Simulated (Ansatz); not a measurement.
Ansatz results at the PBE0-D4/def2-TZVP geometry: LUMO energy (PBE0/def2-TZVPP) 0.32 eV; HOMO energy (ωB97M-V/def2-TZVPP) -8.33 eV; LUMO energy (B3LYP/def2-TZVPP) 0.11 eV.

Each molecule was computed in one conformer, which needn't be the lowest.

Problem. Which molecule gave them?
A. `CC(C)(C)[Se][Si](C)(C)C`
B. `C=CC[Se]C=C`
C. `C=C[Se][GeH3]`
D. `C=C[Se][Si](F)(F)F`

Solution. A. The others give `C=C[Se][GeH3]`: -0.42, -8.55, -0.66; `C=CC[Se]C=C`: -0.24, -8.20, -0.47; `C=C[Se][Si](F)(F)F`: -0.97, -9.72, -1.19.

B3LYP here is the variant with VWN-RPA as its local correlation; programs differ in this.
